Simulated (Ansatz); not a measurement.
Frontier orbitals of C2H6Cl2NSc (`C[N](C)[Sc]([Cl])[Cl]`).

The species carries charge 0 and has multiplicity 1. Correlated methods include outer-core shells of Sc, which these sets cover unevenly. Scalar relativity is left out up to krypton. The structure was optimised at the PBE0-D4/def2-TZVP level. It is one conformer, not always the lowest. Basis def2-TZVPP, Ansatz 0.2.0.

Orbital energies of one run (eV). Highest occupied ones, from the top: -8.36, -10.19, -10.21, -10.41, -10.51, -10.94, -11.05, -11.43, -12.24, -12.82, -14.40, -14.66, -14.91, -18.86. Empty: -1.42, -0.44, -0.01, 0.21, 0.60, 1.12.

Problem. Which functional gave them?
A. r2SCANh
B. ωB97M-V
C. CAM-B3LYP
D. PBE0

Solution. C. HOMO energies: CAM-B3LYP -8.36, r2SCANh -6.45, ωB97M-V -9.26, PBE0 -6.99 eV.
